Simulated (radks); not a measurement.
Valence configurations of Ag I (all share [Kr]). All-electron calculation, scalar-relativistic Kohn-Sham, PBE, spin-polarised, spherical densities, finite nucleus; open shells are filled with parallel spins first (spin-orbit coupling, left out, can overturn this in heavy ions); Fermi nuclear charge, rms radius 4.5454 fm. Program: a radial shooting solver on a logarithmic mesh with Libxc functionals. Energies are relative to 4d10 5s1; eigenvalues in eV for spin up.

valence          E (eV)  moment (Bohr magnetons)    e(4d)   e(5p)   e(5s)
4d10 5s1          0.000                        1   -7.504       -  -4.734
4d9 5s1 5p1       7.815                        3  -12.754  -2.457  -7.247
4d9 5s2           4.093                        1  -11.046       -  -5.651
4d9.5 5s1.5       1.849                        1   -9.241       -  -5.196
4d8 5s2 5p1      14.705                        3  -16.537  -2.830  -8.167
4d8 5s1 5p2      18.525                        5  -17.801  -3.709  -9.352
4d8.5 5s1.5 5p1  11.037                        3  -14.620  -2.654  -7.713
4d10 5p1          3.911                        1   -9.392  -1.891       -
4d8.5 5s0.5 5p2  15.449                        4  -15.984  -3.429  -8.743
4d9 5s1.5 5p0.5   6.067                        2  -11.989  -1.945  -6.533

NIST lists [Kr] 4d10 5s1 as the ground configuration; this level of theory agrees among the configurations tried. The energies are those of spherical high-spin densities, not of single terms.
